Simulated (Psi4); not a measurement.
C$_{3}$H$_{3}$ (SMILES [CH]1C=C1), doublet, geometry from GFN2-xTB; MP2/6-311+G(2d,p) (Psi4).

The Psi4 input:
```
memory 2 GB

molecule {
0 2
  C     0.01137253    0.00043044    0.89107543
  C     0.06264617   -0.66008582   -0.41729858
  C     0.04247067    0.66144996   -0.41767946
  H    -0.79304238   -0.01164344    1.60888743
  H     0.07098274   -1.56700412   -0.97228411
  H     0.02312338    1.56788010   -0.97318762
}

set basis 6-311+g(2d,p)
set reference uhf
set freeze_core true

energy('mp2')
print_variables()
```

The log (banner, timings and long lists left out):

```
    SCF Algorithm Type (re)set to DF.

   => Loading Basis Set <=

    Name: 6-311+G(2D,P)
    Role: ORBITAL
    Keyword: BASIS

         ---------------------------------------------------------
                                   SCF
               by Justin Turney, Rob Parrish, Andy Simmonett
                          and Daniel G. A. Smith
                              UHF Reference
         ---------------------------------------------------------

  ==> Geometry <==

    Molecular point group: c1
    Full point group: C1

    Geometry (in Angstrom), charge = 0, multiplicity = 2:

       Center              X                  Y                   Z               Mass
    ------------   -----------------  -----------------  -----------------  -----------------
         C           -0.006397978124     0.000156675445     0.882517745269    12.000000000000
         C            0.044875661876    -0.660359584555    -0.425856264731    12.000000000000
         C            0.024700161876     0.661176195445    -0.426237144731    12.000000000000
         H           -0.810812888124    -0.011917204555     1.600329745269     1.007825032230
         H            0.053212231876    -1.567277884555    -0.980841794731     1.007825032230
         H            0.005352871876     1.567606335445    -0.981745304731     1.007825032230

  Running in c1 symmetry.

  Rotational constants: A =      1.05705  B =      0.89107  C =      0.49816 [cm^-1]
  Rotational constants: A =  31689.65970  B =  26713.56203  C =  14934.47256 [MHz]
  Nuclear repulsion =   57.958389962520712

  Charge       = 0
  Multiplicity = 2
  Electrons    = 21
  Nalpha       = 11
  Nbeta        = 10

  ==> Algorithm <==

  SCF Algorithm Type is DF.
  DIIS enabled.
  MOM disabled.
  Fractional occupation disabled.
  Guess Type is SAD.
  Energy threshold   = 1.00e-08
  Density threshold  = 1.00e-08
  Integral threshold = 1.00e-12

  ==> Primary Basis <==

  Basis Set: 6-311+G(2D,P)
    Blend: 6-311+G(2D,P)
    Number of shells: 45
    Number of basis functions: 99
    Number of Cartesian functions: 105
    Spherical Harmonics?: true
    Max angular momentum: 2

   => Loading Basis Set <=

    Name: (6-311+G(2D,P) AUX)
    Role: JKFIT
    Keyword: DF_BASIS_SCF

  ==> Integral Setup <==

  SCF_SUBTYPE=INCORE selected. In-core MEM_DF algorithm will be used.
  Using in-core AOs.

  ==> MemDFJK: Density-Fitted J/K Matrices <==

    J tasked:                   Yes
    K tasked:                   Yes
[...]
  @DF-UHF Final Energy:  -115.22461048899527
    Total Energy =                       -115.2246104889952676
[...]
 Magnitude           :                                                    0.5432821

 ------------------------------------------------------------------------------------

  //>>>>>>>>>>>>>>>>>>>>>>>>>>>>>>>>>>>//
  //               DFMP2               //
  //<<<<<<<<<<<<<<<<<<<<<<<<<<<<<<<<<<<//

   => Loading Basis Set <=

    Name: (6-311+G(2D,P) AUX)
    Role: RIFIT
    Keyword: DF_BASIS_MP2

	 --------------------------------------------------------
	                          DF-MP2
	      2nd-Order Density-Fitted Moller-Plesset Theory

	        Rob Parrish, Justin Turney, Andy Simmonett,
	           Ed Hohenstein, and C. David Sherrill
	 --------------------------------------------------------

	 --------------------------------------------------------
	                 NBF =    99, NAUX =   408
	 --------------------------------------------------------
	   CLASS    FOCC     OCC    AOCC    AVIR     VIR    FVIR
	   ALPHA       3      11       8      88      88       0
	    BETA       3      10       7      89      89       0
	 --------------------------------------------------------

	-----------------------------------------------------------
	 ==================> DF-MP2 Energies <====================
	-----------------------------------------------------------
	 Reference Energy          =    -115.2246104889952676 [Eh]
	 Singles Energy            =      -0.0000000000000000 [Eh]
	 Same-Spin Energy          =      -0.1015759479052040 [Eh]
	 Opposite-Spin Energy      =      -0.3056972953991028 [Eh]
	 Correlation Energy        =      -0.4072732433043068 [Eh]
	 Total Energy              =    -115.6318837322995705 [Eh]
	-----------------------------------------------------------
	 ================> DF-SCS-MP2 Energies <==================
	-----------------------------------------------------------
	 SCS Same-Spin Scale       =       0.3333333333333333 [-]
	 SCS Opposite-Spin Scale   =       1.2000000000000000 [-]
	 SCS Same-Spin Energy      =      -0.0338586493017346 [Eh]
	 SCS Opposite-Spin Energy  =      -0.3668367544789234 [Eh]
	 SCS Correlation Energy    =      -0.4006954037806580 [Eh]
	 SCS Total Energy          =    -115.6253058927759270 [Eh]
	-----------------------------------------------------------

  Variable Map:
  ----------------------------------------------------------------------------
[...]
  Array Variable Map:
  ----------------------------------------------------------------------------
[...]
[...]
```
